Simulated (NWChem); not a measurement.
Species: CH₅ClOSn; SMILES [Cl][SnH2][O]C

```xyz
9

Sn     0.6217     0.0198    -0.0240
Cl    -1.0239     1.7065    -0.0466
O     -0.2817    -1.6649    -0.5219
C     -1.3603    -2.1695     0.2146
H      1.7310     0.3099    -1.2793
H      1.1921    -0.0787     1.5856
H     -1.1038    -2.3778     1.2727
H     -1.6753    -3.1236    -0.2399
H     -2.2354    -1.4925     0.2083
```
Atoms are numbered in this order, from 1.

Level: PBE0/def2-SVP with def2 effective core potentials on Sn (NWChem), optimised geometry, unscaled harmonic frequencies. def2 effective core potentials on Sn; no spin-orbit coupling.

Q: List the harmonic frequencies with IR intensities, and the thermochemistry.

A: 
```csv
frequency (cm⁻¹),IR intensity (km/mol)
53,3.8
113,2.0
148,9.1
222,8.1
376,48.1
444,49.4
519,7.1
570,54.5
648,141.4
675,119.9
1150,196.0
1175,2.1
1193,5.9
1467,10.4
1470,3.8
1480,20.8
1945,103.4
1995,108.8
2990,84.7
3066,42.7
3113,28.0
```

| Item | Value |
|---|---|
| zero-point energy | 35.5 kcal/mol |
| thermal correction to the enthalpy at 298.15 K (with zero-point energy) | 40.4 kcal/mol |
| heat capacity Cv | 21.5 cal/(mol K) |
| entropy at 298.15 K and 1 atm (symmetry number 1) | 85.6 cal/(mol K) |

Rigid rotor and harmonic oscillator; modes under 100 cm⁻¹ make the entropy uncertain.
